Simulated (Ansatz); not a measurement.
Question: Name a neutral molecule of C, F, N, Si and H with LUMO energy (PBE/def2-TZVPP) between -0.35 and -0.05 eV and HOMO energy (ωB97M-V/def2-TZVPP) between -10.35 and -10.05 eV (Ansatz, PBE0-D4/def2-TZVP geometry).

Answer: `CN[Si](F)(F)F` (-0.23 eV, -10.16 eV). Other molecules can fit too; these were computed, each in one conformer that needn't be the lowest.
